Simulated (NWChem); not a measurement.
Species: InH2F; SMILES [F][InH2]

Results from NWChem. def2 effective core potentials on In; no spin-orbit coupling. The level has its own optimisation; frequencies are unscaled.

Q: Predict the results for PBE-D3(BJ)/def2-SVP (core potentials). Quantities: r H–In (Å); r F–In (Å); highest harmonic frequency (cm⁻¹); lowest (cm⁻¹); zero-point energy (kcal/mol).

A: 
```json
{
  "r H–In (Å)": "1.728",
  "r F–In (Å)": "1.990",
  "highest harmonic frequency (cm⁻¹)": "1779",
  "lowest (cm⁻¹)": "403",
  "zero-point energy (kcal/mol)": "8.0"
}
```
